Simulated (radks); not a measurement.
Charge is removed step by step from the 4s1/2 level of Au, starting from [Xe] 4f14 5d10 6s1. All-electron calculation, Dirac Kohn-Sham, PBE, spin-unpolarised, spherical densities, point nucleus. Program: a radial shooting solver on a logarithmic mesh with Libxc functionals.

removed (e) = 0: E - E(0) (eV) 0.000; eigenvalue (eV) -728.32; E minus straight line (eV) 0.000
removed (e) = 0.25: E - E(0) (eV) 182.89; eigenvalue (eV) -734.83; E minus straight line (eV) -2.529
removed (e) = 0.5: E - E(0) (eV) 367.43; eigenvalue (eV) -741.55; E minus straight line (eV) -3.405
removed (e) = 0.75: E - E(0) (eV) 553.68; eigenvalue (eV) -748.46; E minus straight line (eV) -2.577
removed (e) = 1: E - E(0) (eV) 741.67; eigenvalue (eV) -755.54; E minus straight line (eV) 0.000

Removing the whole electron costs 741.67 eV by Delta-SCF, against 728.32 eV from minus the eigenvalue at the starting occupation. Slater's transition state (half an electron removed) gives 741.55 eV. Integrating minus the eigenvalue over the occupation (Janak's theorem) gives 741.67 eV. The mean slope of the eigenvalue, de/dn, is 27.2 eV per electron.
